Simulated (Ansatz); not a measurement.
`CB[SiH2]S` + `[AlH2][CH]1C[SiH2]1` → `CB[SiH3]` + `[AlH2][C@H]1C[Si@@H]1S` at 298.15 K and 1 bar (redistribution).

Isolated molecules relaxed with PBE0-D4/def2-TZVP in Ansatz; ΔE leaves out vibrations. CCSD(T)/CBS adds triple-zeta CCSD(T) − MP2 to the extrapolated MP2 energy (def2 sets, frozen cores). One conformer a species, not always the lowest.

```json
{"species": "`CB[SiH2]S`", "CCSD(T)/CBS energy (Eh)": "-753.91845", "H − E (kJ/mol)": "218.6", "S (J/(mol·K))": "357.0"}
{"species": "`[AlH2][CH]1C[SiH2]1`", "CCSD(T)/CBS energy (Eh)": "-611.35805", "H − E (kJ/mol)": "211.3", "S (J/(mol·K))": "327.3"}
{"species": "`CB[SiH3]`", "CCSD(T)/CBS energy (Eh)": "-356.10570", "H − E (kJ/mol)": "208.0", "S (J/(mol·K))": "315.5"}
{"species": "`[AlH2][C@H]1C[Si@@H]1S`", "CCSD(T)/CBS energy (Eh)": "-1009.16982", "H − E (kJ/mol)": "221.3", "S (J/(mol·K))": "373.9"}
```

H − E and S are ideal-gas, rigid-rotor, harmonic terms from PBE0-D4/def2-TZVP, for one conformer and one mirror image of each species. 1 Eh = 2625.50 kJ/mol, R = 8.31446 J/(mol·K).

**Question.** By hand: ΔE, ΔH, ΔS and ΔG.

**Answer.** ΔE = (-356.10570) + (-1009.16982) − (-753.91845) − (-611.35805) = 0.00098 Eh = 2.6 kJ/mol. Δ(H − E) = 208.0 + 221.3 − 218.6 − 211.3 = -0.6, so ΔH = 2.0 kJ/mol. ΔS = 315.5 + 373.9 − 357.0 − 327.3 = 5.1 J/(mol·K). ΔG = 2.0 − 298.15 × (5.1)/1000 = 0.5 kJ/mol.

**Question.** By hand: the equilibrium constant, and the temperature at which ΔG would vanish if ΔH and ΔS stayed fixed.

**Answer.** log₁₀ K = −ΔG/(RT ln 10) = -0.1. ΔG = 0 at ΔH/ΔS = 392 K, though so small a ΔH makes that figure unsure.

TΔS isn't small against ΔH here. The sign of ΔG lies within the doubt. A doubt of 5 kJ/mol in ΔE shifts log₁₀ K by 0.9 here. Other conformers and mirror images would add mixing entropy, several J/(mol·K) or more a flexible species. Modes under 60 cm⁻¹, often nearly free rotors, make the harmonic entropy too high. These are equilibria of isolated gas molecules and say nothing of rates. Largest T1 diagnostic: 0.012 (customary marks: 0.02 for closed shells, 0.045 for open ones).
